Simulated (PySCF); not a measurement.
**Correlation energy of Nd⁴⁵⁺ (neodymium, charge +45)**

[Ne] 3s2 3p3, high-spin 4S determinant. Computed with PySCF 2.14 in an uncontracted even-tempered set (16 s from 9.6 bohr⁻², ratio 2.5; 10 p from 12 bohr⁻², ratio 2.5; 4 d from 50 bohr⁻², ratio 2.7; 4 f from 74 bohr⁻², ratio 2.7), with no relativity, point nucleus. Frozen: 1s2; 13 electrons correlated; the 17 highest virtual orbitals of each spin left out.

| level | correlation energy (mhartree) |
| --- | --- |
| CCSD | -519.48 |
| (T) | -0.87 |
| CCSD(T) | -520.35 |

Diagnostics: T1 = 0.00023, D1 = 0.0007, largest double amplitude 0.023.

Question: Is a single reference adequate?

Answer: Yes, within this model without spin-orbit coupling: T1 lies below 0.03 and no double amplitude reaches 0.07.

At this charge a non-relativistic calculation is a model, useful for the Z dependence of the correlation energy.

Spin-orbit coupling is strong in this species, so the high-spin LS determinant is a model state.
